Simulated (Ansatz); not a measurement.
```yaml
crystal:
  periodic: [false, false, false]
  atoms:
    - {symbol: C, position_ang: [-1.061326, 0.911502, 0.117644]}
    - {symbol: C, position_ang: [0.055922, 0.158219, -0.540888]}
    - {symbol: Al, position_ang: [1.411982, -0.911443, 0.402058]}
    - {symbol: Cl, position_ang: [-0.496486, -1.621132, -0.895588]}
    - {symbol: H, position_ang: [-1.958556, 0.981294, -0.503761]}
    - {symbol: H, position_ang: [-1.335023, 0.475662, 1.080313]}
    - {symbol: H, position_ang: [-0.705484, 1.930346, 0.305461]}
    - {symbol: H, position_ang: [0.291765, 0.534138, -1.535590]}
    - {symbol: H, position_ang: [1.135112, -1.213443, 1.932080]}
    - {symbol: H, position_ang: [2.745096, -1.296346, -0.358829]}
basis:
  gaussian: {orbitals: STO-3G}
hamiltonian: {xc: {name: revPBE}, dispersion: d3bjatm, pseudopotentials: {relativity: none}}
output: {forces: true}
```

```sh
$ ansatz run in.yaml --threads 2 --pin off --events-out ev --progress --plain --max-ram 4352MiB
```

Shortened log:

```
Functional definition: revPBE
415 factors; integrals over basis functions are off by at most 4.7e-5 eV
mean field evaluation 1: about -21044.0606 eV, gradient 2.3e1 eV
mean field evaluation 2: about -21044.1997 eV, gradient 2.1e1 eV
mean field evaluation 4: about -21045.8793 eV, gradient 8.7e-1 eV
mean field evaluation 8: about -21045.8004 eV, gradient 6.9e-3 eV
mean field -21045.80043291 eV, -773.4189005534 hartree, gradient 3.9e-5 eV, S^2 0.000000; 0 other end points of the search recorded, 0 dependent functions left out
reference -21045.80046165 eV, -773.4189016098 hartree; 24, 24 occupied and 10, 10 virtual orbitals, 415 factors
Total energy: -21046.32629312 eV, -773.4382255599 hartree
Atom 0 at    -1.061326     0.911502     0.117644 Å, force    -0.500837     0.497665     0.280751 eV/Å
Atom 1 at     0.055922     0.158219    -0.540888 Å, force     1.886994    -0.422231     0.743343 eV/Å
Atom 2 at     1.411982    -0.911443     0.402058 Å, force     0.597705    -0.110938     0.551264 eV/Å
Atom 3 at    -0.496486    -1.621132    -0.895588 Å, force    -0.475963    -1.406354    -0.298793 eV/Å
Atom 4 at    -1.958556     0.981294    -0.503761 Å, force    -0.568455     0.060066    -0.349092 eV/Å
Atom 5 at    -1.335023     0.475662     1.080313 Å, force    -0.201483    -0.278371     0.568034 eV/Å
Atom 6 at    -0.705484     1.930346     0.305461 Å, force     0.157749     0.622744     0.116159 eV/Å
Atom 7 at     0.291765     0.534138    -1.535590 Å, force     0.111764     0.481289    -0.838511 eV/Å
Atom 8 at     1.135112    -1.213443     1.932080 Å, force     0.189419     0.230011    -1.354678 eV/Å
Atom 9 at     2.745096    -1.296346    -0.358829 Å, force    -1.196893     0.326118     0.581522 eV/Å
Dipole moment:     0.054964     0.339204     0.047304 e Å
```

It took 0.85 s on 2 threads of an Arm Neoverse V1 on a shared host, with 0.08 GiB of host memory at the peak.
